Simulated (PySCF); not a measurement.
Species: C2H9BGeS.
SMILES with atom numbers: `[CH3:1][CH2:2][BH:3][S:4][GeH3:5]` (hydrogens: H6, H7, H8 on C1; H9, H10 on C2; H11 on B3; H12, H13, H14 on Ge5)

Method: PBE0-D3(BJ)/def2-SVP geometry optimisation, gas phase in PySCF 2.14.0.

Question: What internal coordinates does the optimisation give?

Answer: 
```json
{"bond": "C1–C2", "length (bohr)": "2.899", "order": "single"}
{"bond": "C2–B3", "length (bohr)": "2.965", "order": "single"}
{"bond": "B3–S4", "length (bohr)": "3.381", "order": "single"}
{"bond": "S4–Ge5", "length (bohr)": "4.245", "order": "single"}
{"bond": "C1–H6, C1–H7, C1–H8", "length (bohr)": "2.081", "order": "single"}
{"bond": "C2–H9, C2–H10", "length (bohr)": "2.086", "order": "single"}
{"bond": "B3–H11", "length (bohr)": "2.290", "order": "single"}
{"bond": "Ge5–H12, Ge5–H13, Ge5–H14", "length (bohr)": "2.904", "order": "single"}
```

Bonds in one row agree within 0.02 bohr and their mean is given. Orders are formal, as drawn. A selection of angles:
```json
{"angle": "C2–C1–H6", "degrees": "111.4"}
{"angle": "H6–C1–H7", "degrees": "107.4"}
{"angle": "C1–C2–B3", "degrees": "110.7"}
{"angle": "C1–C2–H9", "degrees": "108.9"}
{"angle": "B3–C2–H9", "degrees": "107.4"}
{"angle": "B3–C2–H10", "degrees": "113.6"}
{"angle": "H9–C2–H10", "degrees": "106.2"}
{"angle": "C2–B3–S4", "degrees": "127.8"}
{"angle": "C2–B3–H11", "degrees": "119.9"}
{"angle": "S4–B3–H11", "degrees": "112.2"}
{"angle": "B3–S4–Ge5", "degrees": "104.7"}
{"angle": "S4–Ge5–H12", "degrees": "105.0"}
{"angle": "S4–Ge5–H13", "degrees": "110.0"}
{"angle": "H12–Ge5–H13", "degrees": "110.5"}
```

Dihedral angles: C1–C2–B3–S4 109° (anticlinal); C2–B3–S4–Ge5 0° (synperiplanar). The mirror-image conformer, all signs reversed, is as good.

B3 (three-coordinate boron) is planar (angles 127.8°, 119.9° and 112.2°, sum 360.0°, 0.02 Å off the plane of its three neighbours). S4 (sulfur bonded to B and Ge) is bent (angle 104.7°). Ge5 (germanium bonded to S and 3 H) is distorted tetrahedral (angles from 105.0° to 110.5°).

Point group: C1 (no symmetry element, even within 0.4 Å). PBE0-D3(BJ)/def2-SVP frequencies: not computed here. One conformer, not necessarily the lowest.
